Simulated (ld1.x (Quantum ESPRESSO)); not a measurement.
## Reading a pseudo-wave (beryllium (Be))

Columns: radius, all-electron u(r) and pseudo u(r) of the 2s shell (level -5.61 eV) of beryllium in the configuration [He] 2s2 2p0; PBE, scalar-relativistic, ultrasoft scheme, ld1.x (Quantum ESPRESSO) 7.5.

| r (bohr) | all-electron | pseudo |
| --- | --- | --- |
| 0.135 | 0.2279 | -0.0369 |
| 0.270 | 0.2430 | -0.0761 |
| 0.405 | 0.1642 | -0.1196 |
| 0.540 | 0.0492 | -0.1685 |
| 0.675 | -0.0735 | -0.2230 |
| 0.810 | -0.1900 | -0.2822 |
| 0.945 | -0.2936 | -0.3441 |
| 1.080 | -0.3820 | -0.4063 |
| 1.215 | -0.4561 | -0.4654 |
| 1.350 | -0.5163 | -0.5186 |
| 1.485 | -0.5629 | -0.5631 |
| 1.620 | -0.5969 | -0.5969 |
| 1.755 | -0.6198 | -0.6198 |
| 1.890 | -0.6328 | -0.6328 |
| 2.025 | -0.6374 | -0.6374 |
| 2.160 | -0.6349 | -0.6349 |
| 2.295 | -0.6266 | -0.6266 |
| 2.430 | -0.6135 | -0.6135 |
| 2.565 | -0.5967 | -0.5967 |
| 2.700 | -0.5769 | -0.5769 |
| 2.835 | -0.5550 | -0.5550 |
| 2.970 | -0.5316 | -0.5316 |
| 3.105 | -0.5071 | -0.5071 |
| 3.240 | -0.4822 | -0.4822 |
| 3.375 | -0.4572 | -0.4572 |
| 3.510 | -0.4323 | -0.4323 |

(1) How many radial nodes do the two functions have?

(2) At about which radius was the pseudo-wave matched?

(3) Is the pseudo-wave norm-conserving?

Answers

(1) The all-electron 2s function has n − l − 1 = 1; the pseudo-wave has 0, since the states of the same l below it are removed with the core.

(2) 1.60 bohr, where the columns begin to agree (steps of 0.14 bohr).

(3) No, it belongs to an ultrasoft set: the norm inside the radius is not constrained, and the difference is carried by the augmentation charge.
